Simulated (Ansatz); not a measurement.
Two isomers of CH7FSi2: A = `F[SiH2]C[SiH3]`, B = `FC[SiH2][SiH3]`.

Program: Ansatz. Geometries: PBE0-D4/def2-TZVP. ΔE: electronic, gas phase. CCSD(T)/CBS is the MP2 limit (def2-TZVPP, def2-QZVPP) plus CCSD(T) − MP2 in def2-TZVPP, frozen cores. Functionals use def2-TZVPP. B3LYP here is the variant with VWN-RPA as its local correlation; programs differ in this. One conformer a species, not always the lowest.

Task: Which is lower in electronic energy at CCSD(T)/CBS, and by how much? (An estimate is asked.)

Result: The calculation gave: A, by 257.5 kJ/mol.

Task: Give E(B) − E(A) in kJ/mol with MP2/def2-TZVPP, B3LYP-D4, CCSD(T)/def2-TZVPP, ωB97M-V, B3LYP, PBE-D4, PBE0-D4. (An estimate is asked.)

Result: The calculation gave: MP2/def2-TZVPP 272.3, B3LYP-D4 242.4, CCSD(T)/def2-TZVPP 253.3, ωB97M-V 254.0, B3LYP 240.6, PBE-D4 222.9, PBE0-D4 234.9. None reverses the order clearly.

Largest T1 diagnostic: 0.012.

From PBE to PBE0 (25 % exact exchange), in def2-TZVPP and without D4, E(B) − E(A) moves by +12.3 kJ/mol.
